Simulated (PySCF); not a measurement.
3,3-difluorocyclobutene (C4H4F2), SMILES FC1(F)C=CC1.

The structure is a stationary point at PBE-D3(BJ)/def2-SVP.

These are PBE-D3(BJ)/def2-SVP in PySCF 2.14.0 values and carry that method's errors.

Harmonic, unscaled wavenumbers; measured fundamentals usually lie a few per cent lower.

```json
[
 {"mode": "1", "ν (cm⁻¹)": "185", "IR (km/mol)": "0.2", "moving atoms (share of kinetic energy)": "C 43 %, F 32 %, H 25 %"},
 {"mode": "2", "ν (cm⁻¹)": "317", "IR (km/mol)": "0.2", "moving atoms (share of kinetic energy)": "F 47 %, C 32 %, H 21 %"},
 {"mode": "3", "ν (cm⁻¹)": "447", "IR (km/mol)": "9.0", "moving atoms (share of kinetic energy)": "F 68 %, C 27 %"},
 {"mode": "4", "ν (cm⁻¹)": "466", "IR (km/mol)": "6.9", "moving atoms (share of kinetic energy)": "H 51 %, C 24 %, F 24 %"},
 {"mode": "5", "ν (cm⁻¹)": "470", "IR (km/mol)": "2.9", "moving atoms (share of kinetic energy)": "C 56 %, F 25 %, H 19 %"},
 {"mode": "6", "ν (cm⁻¹)": "688", "IR (km/mol)": "6.9", "moving atoms (share of kinetic energy)": "F 69 %, C 25 %"},
 {"mode": "7", "ν (cm⁻¹)": "730", "IR (km/mol)": "19.6", "moving atoms (share of kinetic energy)": "H 61 %, C 24 %, F 14 %"},
 {"mode": "8", "ν (cm⁻¹)": "847", "IR (km/mol)": "0.0", "moving atoms (share of kinetic energy)": "C 62 %, H 38 %"},
 {"mode": "9", "ν (cm⁻¹)": "898", "IR (km/mol)": "62.5", "moving atoms (share of kinetic energy)": "H 59 %, C 27 %, F 14 %"},
 {"mode": "10", "ν (cm⁻¹)": "928", "IR (km/mol)": "3.5", "moving atoms (share of kinetic energy)": "H 77 %, C 23 %"},
 {"mode": "11", "ν (cm⁻¹)": "950", "IR (km/mol)": "5.5", "moving atoms (share of kinetic energy)": "H 55 %, C 43 %"},
 {"mode": "12", "ν (cm⁻¹)": "1022", "IR (km/mol)": "12.2", "moving atoms (share of kinetic energy)": "H 54 %, C 39 %"},
 {"mode": "13", "ν (cm⁻¹)": "1037", "IR (km/mol)": "6.9", "moving atoms (share of kinetic energy)": "H 67 %, C 31 %"},
 {"mode": "14", "ν (cm⁻¹)": "1086", "IR (km/mol)": "25.9", "moving atoms (share of kinetic energy)": "C 74 %, H 24 %"},
 {"mode": "15", "ν (cm⁻¹)": "1163", "IR (km/mol)": "6.6", "moving atoms (share of kinetic energy)": "C 50 %, H 48 %"},
 {"mode": "16", "ν (cm⁻¹)": "1179", "IR (km/mol)": "165.4", "moving atoms (share of kinetic energy)": "C 65 %, H 23 %, F 12 %"},
 {"mode": "17", "ν (cm⁻¹)": "1236", "IR (km/mol)": "86.3", "moving atoms (share of kinetic energy)": "C 65 %, H 30 %"},
 {"mode": "18", "ν (cm⁻¹)": "1302", "IR (km/mol)": "182.0", "moving atoms (share of kinetic energy)": "C 69 %, H 28 %"},
 {"mode": "19", "ν (cm⁻¹)": "1393", "IR (km/mol)": "19.4", "moving atoms (share of kinetic energy)": "H 85 %, C 15 %"},
 {"mode": "20", "ν (cm⁻¹)": "1600", "IR (km/mol)": "2.5", "moving atoms (share of kinetic energy)": "C 90 %, H 10 %"},
 {"mode": "21", "ν (cm⁻¹)": "2991", "IR (km/mol)": "16.0", "moving atoms (share of kinetic energy)": "H 95 %"},
 {"mode": "22", "ν (cm⁻¹)": "3058", "IR (km/mol)": "6.8", "moving atoms (share of kinetic energy)": "H 90 %, C 10 %"},
 {"mode": "23", "ν (cm⁻¹)": "3132", "IR (km/mol)": "4.2", "moving atoms (share of kinetic energy)": "H 92 %"},
 {"mode": "24", "ν (cm⁻¹)": "3164", "IR (km/mol)": "2.8", "moving atoms (share of kinetic energy)": "H 90 %, C 10 %"}
]
```
